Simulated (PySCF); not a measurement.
**Reproducing measurements on C2H6BN**

**The experiment to reproduce.**

From Beach, A photoelectron spectroscopic study of bonding in inorganic and organometallic compounds, PhD thesis, LBL 1985, for the gas: B 1s binding energy of B1 193.6 eV; C 1s binding energy of C2 293.43 eV; C 1s binding energy of C4 294.06 eV; N 1s binding energy of N3 407.13 eV.

The runs below try to reproduce these values; the comparison stands at the end.

Compound: C2H6BN.
SMILES with atom numbers: `[BH3-:1][C:2]#[N+:3][CH3:4]` (hydrogens: H5, H6, H7 on B1; H8, H9, H10 on C4)

Cartesian coordinates in Å at the PBE0-D3(BJ)/def2-SVP level; atoms count from 1:
```xyz
10
C2H6BN angstrom
B      2.0799   -0.0385    0.0249
C      0.5494   -0.0159    0.1977
N     -0.6068    0.0011    0.3273
C     -2.0024    0.0246    0.4870
H      2.4388    1.1322    0.0284
H      2.2925   -0.5947   -1.0449
H      2.5201   -0.6692    0.9775
H     -2.4898   -0.4184   -0.3937
H     -2.3505    1.0613    0.6040
H     -2.2888   -0.5500    1.3800
```

The PySCF runs (gas phase, on this PBE0-D3(BJ)/def2-SVP geometry; non-relativistic but for the core-level run):

```
                                                                          level                            job  basis functions  wall time
delta-SCF UKS SCAN, pcX-2 on the ionised atom, pcseg-1 elsewhere, spin-free X2C  ΔSCF core ionisation, 4 holes              117       21 s
```

Hardware: an Arm Neoverse V1 with one thread, on a shared host.

Results beside the measurements:

**Core binding energies.** Delta-SCF UKS SCAN, pcX-2 on the ionised atom, pcseg-1 elsewhere, spin-free X2C in PySCF.

| level and atom | computed (eV) | measured (eV) | computed − measured (eV) |
| --- | --- | --- | --- |
| B 1s, B1 | 193.61 | 193.6 | +0.01 |
| C 1s, C2 | 293.06 | 293.43 | -0.37 |
| C 1s, C4 | 293.74 | 294.06 | -0.32 |
| N 1s, N3 | 406.77 | 407.13 | -0.36 |

Sources, in the order of the opening: Beach, A photoelectron spectroscopic study of bonding in inorganic and organometallic compounds, PhD thesis, LBL 1985. Against the first value of each row the mean signed difference is -0.26 eV and the largest in size -0.37 eV. The computed values are vertical, without vibrational structure; measured positions hang on the energy calibration. 

No measured geometry was used, and the causes of the misses weren't examined.
